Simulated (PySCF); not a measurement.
C2H13NO2Si3.
Geometry (PBE0-D3(BJ)/def2-SVP, Å), atoms numbered from 1 in this order:
```xyz
21
C2H13NO2Si3 angstrom
C     -1.3061   -2.5886   -0.6109
O     -1.6379   -1.3168   -0.1270
Si    -0.8480    0.0695   -0.5444
O     -1.7497    1.2564    0.1517
C     -1.3228    2.5650    0.4035
N      0.7834    0.0577    0.0690
Si     2.1259    0.4223   -1.0002
Si     1.0349   -0.4509    1.7360
H     -1.4825   -2.6759   -1.6982
H     -0.2494   -2.8466   -0.4135
H     -1.9371   -3.3336   -0.1036
H     -0.7527    0.2233   -2.0250
H     -1.3471    3.1853   -0.5105
H     -0.2960    2.5967    0.8104
H     -1.9985    3.0221    1.1420
H      2.4223   -0.6992   -1.9449
H      1.8263    1.6411   -1.8113
H      3.3376    0.6670   -0.1627
H     -0.2055   -0.1751    2.5144
H      2.1783    0.3150    2.3166
H      1.3545   -1.9093    1.8318
```

Computed at PBE0/pcSseg-1 (PySCF, non-relativistic), with Q(17O) = −0.0256 b, Q(14N) = 0.02044 b: O2, 17O (I = 5/2): χzz = -10.45 MHz, η = 0.401; N6, 14N (I = 1): χzz = -2.661 MHz, η = 0.237.

(1) Where would the pure quadrupole (NQR) lines of 17O at O2 fall for the rigid, isolated species?

(2) Find the zero-field quadrupole resonance frequencies of 14N at N6.

## Answers

(1) From the eigenvalues of H = χ/[4I(2I − 1)] × [3Iz² − I(I + 1) + η(Ix² − Iy²)], steps between neighbouring levels, labelled as for η = 0: ±1/2↔±3/2 1.822 MHz, ±3/2↔±5/2 3.045 MHz (silyl ether oxygen).

(2) From ν± = (3/4)|χ|(1 ± η/3) and ν0 = |χ|η/2: ν+ 2.154 MHz, ν− 1.838 MHz, ν0 0.316 MHz (nitrogen bridging silicon atoms).

In a crystal, neighbours and librations shift these lines. A larger basis could move these couplings by a tenth or more.

These values come from a run that also computed NMR shieldings. On one thread of an Intel Xeon at 2.70 GHz, shared host, this took 98 s wall and 1.0 GiB of memory at its peak.

One conformer stands for the species.
